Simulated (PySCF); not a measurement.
H₃AlOSe, SMILES [OH][AlH][SeH] at its PBE0/def2-SVP optimised geometry (Å):

```
6

Al     0.4367     0.1689     0.0000
H      2.0177     0.1689     0.0000
O     -0.4943    -1.2562     0.0004
H     -0.1613    -2.1548    -0.0072
Se    -0.7392     2.1548     0.0000
H     -2.0177     1.4246     0.0005
```

Computed with PBE0/def2-TZVP (PySCF 2.14.0).

Map of the Laplacian of the electron density (e/bohr⁵) on the plane z = 0.8 Å:

```
|0000000000000000000000000000000|
|0000000000000000000000000000000|
|0000000000000000000000000000000|
|0000000000000000000000000000000|
|0000000000011110000000000000000|
|0000000000111111000000000000000|
|0000000001110011100000000000000|
|0000000001101101100000000000000|
|0000000011114401100000000000000|
|0000000011211001100000000000000|
|0000000011221000000000000000000|
|0000000011111100000000000000000|
|0000000000111000000000000000000|
|0000000000000000221000000000000|
|0000000000000002762000100000000|
|0000000000000012661000100000000|
|0000000000001111221000000000000|
|0000000000012321100000000000000|
|0000000000124763100000000000000|
|0000000000126995210000000000000|
|0000000000125985210000000000000|
|0000000000013553100000000000000|
|0000000000001222100000000000000|
|0000000000000111000000000000000|
|0000000000000000000000000000000|
|0000000000000000000000000000000|
|0000000000000000000000000000000|
|0000000000000000000000000000000|
|0000000000000000000000000000000|
|0000000000000000000000000000000|
|0000000000000000000000000000000|
```
Scale: ten equal steps from -0.005 (start of '0') to 0.375 (end of '9'), in the order '0123456789'; x runs from -4.50 to 4.50, y from -4.50 (bottom) to 4.50 (top).
